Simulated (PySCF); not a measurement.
NMR data simulated for an unnamed compound:

$^{1}$H NMR (500 MHz, computed): δ 6.98 (m, 1H), 4.87 (m, 1H), 4.79 (s, 6H), 4.47 (m, 1H), 4.15 (m, 1H), 2.08 (m, 1H), 1.36 (m, 1H), 0.88 (m, 1H).

$^{13}$C{$^{1}$H} NMR (computed): δ 149.6 (CH), 109.7 (CH2), 20.8 (CH), 13.2 (CH2).

[PySCF 2.14: GIAO PBE0/pcSseg-1 shieldings; GFN2-xTB geometry; no solvent model; relativity neglected; one averaged value for each set of equivalent atoms; one conformer]

Scale: $^{1}$H (σ = 31.72 ppm) and $^{13}$C (σ = 186.93 ppm) vs TMS (reference shieldings calculated alike).

Problem. Which of these does the molecule contain: an ester, a C≡C triple bond, a non-aromatic C=C double bond, a vinyl group CH=CH2, a three-membered ring, a heteroaromatic ring?

Solution. 
- An ester: no.
- A C≡C triple bond: no.
- A non-aromatic C=C double bond: yes.
- A vinyl group CH=CH2: yes (δC 109.7, 149.6; δH 4.47 (m), 4.87 (m), 6.98 (m)).
- A three-membered ring: yes.
- A heteroaromatic ring: no.

The data belong to `C=C[C@@H]1C[Si@H]1N([SiH3])[SiH3]`, C4H13NSi3; they needn't prove each group on their own.

Carbon signals by region: 2 in the sp2 and nitrile region (100–160 ppm), 2 below 50 ppm.

Shifts are as computed. Against solution values, carbons near 30 ppm lie about +3 ppm off and those near 130 ppm about +5 ppm. Of 1211 compounds with measured shifts, 218 miss one by over three times the rms of a fit or turn the order of signals round; such compounds aren't used in these exercises. No couplings were computed; multiplicities are counted from neighbouring protons, with m where these are inequivalent, close in shift, in a saturated or five-membered ring or joined by F or P, and br s for small geminal =CH2 splittings.
